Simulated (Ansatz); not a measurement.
`CC(C)[O][Sn][SH]` and `COC(C)C` differ in one atom or group.

Ansatz, PBE0-D4/def2-TZVP geometries, multiplicity 1. Each molecule was computed in one conformer, which needn't be the lowest.

Elements past krypton have def2 core potentials.

```
                                      property  `CC(C)[O][Sn][SH]`
             LUMO energy (PBE/def2-TZVPP) / eV               -2.79
           HOMO energy (B3LYP/def2-TZVPP) / eV               -6.94
           HOMO–LUMO gap (PBE/def2-TZVPP) / eV                3.32
            LUMO energy (PBE0/def2-TZVPP) / eV               -2.17
             HOMO energy (PBE/def2-TZVPP) / eV               -6.12
size of the dipole moment (PBE/def2-TZVPP) / D                0.98
```

(1) What does the change do to each property? (An estimate is asked.)

Answers

(1) The calculation gave: 
```tsv
property	`COC(C)C`	shift
LUMO energy (PBE/def2-TZVPP) / eV	0.47	3.26
HOMO energy (B3LYP/def2-TZVPP) / eV	-7.08	-0.14
HOMO–LUMO gap (PBE/def2-TZVPP) / eV	6.20	2.88
LUMO energy (PBE0/def2-TZVPP) / eV	1.28	3.45
HOMO energy (PBE/def2-TZVPP) / eV	-5.73	0.39
size of the dipole moment (PBE/def2-TZVPP) / D	1.08	0.10
```

With PBE0 the HOMO falls by 0.18 eV and the LUMO rises by 3.45 eV, so the gap widens by about 3.63 eV. PBE moves the HOMO by 0.39 eV and ωB97M-V by -0.59 eV. Dipoles are sizes alone; their direction can turn.

B3LYP here is the variant with VWN-RPA as its local correlation; programs differ in this.
